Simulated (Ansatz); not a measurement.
This geometry of C2H10SSi2 (15 atoms, charge 0, multiplicity 1) is a first-order saddle point.

Level of theory: RKS B3LYP/6-31G (Ansatz 0.2.0).

```xyz
15
Properties=species:S:1:pos:R:3
C -2.300 -0.384 -0.576
Si -0.505 -0.895 -1.075
Si 1.042 -0.719 0.723
C 1.338 1.107 1.284
S 2.218 2.208 -0.006
H -2.647 0.444 -1.202
H -2.983 -1.228 -0.713
H -2.357 -0.068 0.471
H -0.029 -0.039 -2.222
H -0.484 -2.319 -1.567
H 0.507 -1.479 1.913
H 2.363 -1.325 0.342
H 0.410 1.596 1.588
H 2.018 1.116 2.141
H 1.386 1.935 -1.073
```

(1) Which two structures does it join? (They come from a converged band through this point; their orientation in space is the band's.)

(2) How far does it lie above each of them?

Results:

(1) No bond is made or broken. The dihedral H8–C1–Si2–Si3 goes from -59 to 61°. The two ends are copies of one structure, up to a mirror image or an exchange of like atoms.

Initial state:

```xyz
15
Properties=species:S:1:pos:R:3
C -2.286 -0.571 -0.411
Si -0.494 -1.098 -0.883
Si 1.091 -0.537 0.798
C 1.321 1.371 1.013
S 2.113 2.256 -0.483
H -2.352 0.514 -0.274
H -2.984 -0.859 -1.203
H -2.599 -1.055 0.519
H -0.102 -0.439 -2.182
H -0.443 -2.586 -1.112
H 0.620 -1.091 2.122
H 2.428 -1.151 0.492
H 0.380 1.869 1.258
H 2.024 1.560 1.829
H 1.259 1.767 -1.453
```

Final state:

```xyz
15
Properties=species:S:1:pos:R:3
C -2.286 -0.373 -0.594
Si -0.498 -0.886 -1.091
Si 1.030 -0.728 0.725
C 1.326 1.094 1.302
S 2.227 2.199 0.029
H -2.959 -0.476 -1.451
H -2.661 -1.006 0.217
H -2.316 0.669 -0.259
H -0.025 -0.016 -2.228
H -0.493 -2.306 -1.593
H 0.477 -1.496 1.902
H 2.354 -1.336 0.359
H 0.396 1.586 1.597
H 1.996 1.095 2.167
H 1.412 1.931 -1.052
```

(2) 0.050 eV above the first and 0.050 eV above the second. This is the barrier of this one path; another mechanism may lie lower. Limits of this set-up: no polarisation functions.

Run time: 2.2 min on 1 thread of Intel(R) Xeon(R) Platinum 8559C (Emerald Rapids) (shared host), peak memory 0.23 GiB.
